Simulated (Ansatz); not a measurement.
Ansatz (an electronic-structure program) job for SbI2, SMILES [I][Sb][I], multiplicity 2, ωB97X-V/def2-SVPD. The structure is a stationary point at B3LYP-D3(BJ)/def2-SVP. The spin state was assumed, not searched. The isomer is the one that the SMILES or the coordinates give; other isomers of the formula were not compared. The def2 effective core potentials stand for the cores of I, Sb; spin–orbit coupling is left out.

Ansatz 0.2 input:
```yaml
crystal:
  periodic: [false, false, false]
  atoms:
    - {symbol: Sb, position_ang: [0.00000000, 0.00000000, 1.17694713]}
    - {symbol: I, position_ang: [0.00000000, -2.12630992, -0.56626702]}
    - {symbol: I, position_ang: [0.00000000, 2.12630992, -0.56626702]}
basis:
  gaussian:
    orbitals: def2-SVPD
hamiltonian:
  xc: {name: wB97X-V}
magnetization: {spin_polarized: true, initial_magnetization: 1}
```

Log of the run:

```
WARN ansatz: RAYON_NUM_THREADS=1 ignored (pool sized by the plan → 1); use --threads N
Functional definition: wB97X-V
integrals: 0.09 GiB planned
1299 factors; integrals over basis functions are off by at most 1.7e-4 eV
integrals: 0.17 GiB planned
369 factors; integrals over basis functions are off by at most 2.0e-5 eV
mean field: 1.44 GiB planned
mean field evaluation 1: about -22738.7627 eV, gradient 1.1e1 eV
mean field evaluation 2: about -22739.0803 eV, gradient 1.0e1 eV
mean field evaluation 4: about -22739.7497 eV, gradient 3.4e-1 eV
mean field evaluation 8: about -22739.7853 eV, gradient 2.3e-2 eV
mean field evaluation 16: about -22739.7854 eV, gradient 1.3e-4 eV
mean field -22739.78536152 eV, -835.6716984558 hartree, gradient 1.2e-5 eV, S^2 0.754630; 0 other end points of the search recorded, 0 dependent functions left out
reference -22739.78535852 eV, -835.6716983456 hartree; 37, 36 occupied and 65, 66 virtual orbitals, 1299 factors
Total energy: -22739.78535852 eV, -835.6716983456 hartree
```

The calculation finished and met its thresholds.
